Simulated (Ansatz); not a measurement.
`ClC1C[SiH2]O1` + H₂ → `C1C[SiH2]O1` + HCl at 700 K and 1 bar (hydrogenolysis of a C–Cl bond).

Isolated molecules relaxed with PBE0-D4/def2-TZVP in Ansatz; ΔE leaves out vibrations. CCSD(T)/CBS is the MP2 limit (def2-TZVPP, def2-QZVPP) plus CCSD(T) − MP2 in def2-TZVPP, frozen cores. This one scheme is used for every species.

| species | CCSD(T)/CBS energy (Eh) | H − E (kJ/mol) | S (J/(mol·K)) |
| --- | --- | --- | --- |
| `ClC1C[SiH2]O1` | -903.15596 | 246.7 | 429.7 |
| H₂ | -1.17544 | 46.8 | 155.3 |
| `C1C[SiH2]O1` | -443.97336 | 262.8 | 386.9 |
| HCl | -460.38127 | 38.4 | 211.8 |

H − E and S are ideal-gas, rigid-rotor, harmonic terms from PBE0-D4/def2-TZVP, for one conformer and one mirror image of each species. For small species the MP2-based limit differs from directly extrapolated CCSD(T) by up to some mEh (0.8 for H₂); such offsets cancel only in part. 1 Eh = 2625.50 kJ/mol, R = 8.31446 J/(mol·K).

Problem. By hand: ΔE, ΔH, ΔS and ΔG.

Solution. ΔE = (-443.97336) + (-460.38127) − (-903.15596) − (-1.17544) = -0.02323 Eh = -61.0 kJ/mol. Δ(H − E) = 262.8 + 38.4 − 246.7 − 46.8 = 7.7, so ΔH = -53.3 kJ/mol. ΔS = 386.9 + 211.8 − 429.7 − 155.3 = 13.7 J/(mol·K). ΔG = -53.3 − 700 × (13.7)/1000 = -62.9 kJ/mol.

Problem. By hand: the equilibrium constant, and the temperature at which ΔG would vanish if ΔH and ΔS stayed fixed.

Solution. log₁₀ K = −ΔG/(RT ln 10) = 4.7. ΔH and −TΔS have one sign here, so there is no such temperature.

The number of gas molecules stays the same, so ΔS is small and ΔH decides. A doubt of 5 kJ/mol in ΔE shifts log₁₀ K by 0.4 here. Other conformers and mirror images would add mixing entropy, several J/(mol·K) or more a flexible species. These are equilibria of isolated gas molecules and say nothing of rates. Largest T1 diagnostic: 0.012 (customary marks: 0.02 for closed shells, 0.045 for open ones).
